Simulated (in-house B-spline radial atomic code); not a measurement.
**The nickel ion Ni⁷⁺: [Ar] (3d3/2)1 (3d5/2)1 (7p1/2)1 (an excited or competing configuration)**

Level of theory: Dirac-Hartree-Fock, average of the jj configuration, Fermi nucleus of rms radius 3.7757 fm; calculated with a B-spline radial code for spherical atoms.

Z_r = [3n² - l(l+1)]/(2<r>); Z_e = n√(-2ε); the last column is Slater's effective charge. Values are occupation-weighted means over j.

```
shell  electrons   ε (eV)  <r> (bohr)    Z_r    Z_e  Slater
   1s          2  -8591.6     0.05407  27.74  25.13   27.70
   2s          2  -1240.7      0.2431  24.69  19.10   23.85
   2p          6  -1089.4      0.2143  23.33  17.90   23.85
   3s          2   -302.6      0.6897  19.57  14.15   16.75
   3p          6  -252.83      0.7036  17.77  12.93   16.75
   3d          2  -186.64       0.695  15.11  11.11    9.65
   7p          1  -23.094       6.972  10.40   9.12    8.00
```

The least bound orbital is 7p1/2 at -23.09 eV, and it is also the most diffuse (<r> = 6.972 bohr).

For the 1s electron the small component carries 1.02 % of the norm, the zero-frequency Breit interaction raises the level by 10.65 eV, self-energy by 5.313 eV, and vacuum polarisation lowers it by 0.4726 eV.
